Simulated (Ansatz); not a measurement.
Al2P2, relaxed as a singlet with RKS PBE-D4/def2-TZVP in Ansatz, starting from the GFN1-xTB geometry. Force threshold 0.02 eV/Å.

The restricted singlet is unstable towards broken spin symmetry in Hartree–Fock (as tested in another run); at PBE-D4/def2-TZVP this wasn't settled. Another isomer (singlet) lies 1.09 eV lower at PBE0-D4/def2-TZVP; other spin states weren't run for this one.

Start:

Cartesian coordinates in Å:
```
Al 0.077 0.099 1.568
Al 0.907 -0.384 -1.637
P -0.093 1.546 -0.074
P -0.891 -1.260 0.143
```

(1) Estimate the energy that the relaxation releases and the steps that it takes.

(2) Does the start keep its bonding and symmetry?

(3) Predict the relaxed structure.

## Answers

(1) 55.0 kJ/mol, in 7 steps; 3.4 s on 4 threads of Intel Xeon 6975P-C on a shared host. No frequencies were taken in this run, so the end may be a saddle point.

(2) By distances, no bond broke or formed. The bond that changes most is Al2–P4, from 2.68 to 2.29 Å (atoms count from 1). Point group Cs at the start, C2v at the end, both within 0.05 Å.

(3) 
```xyz
4

Al    0.0791    0.1044    1.6422
Al    0.7010   -0.3121   -1.4601
P    -0.0015    1.4703   -0.1966
P    -0.7785   -1.2625    0.0145
```
Bond lengths (bridged metal pairs left out): 4 × Al–P 2.29 Å.
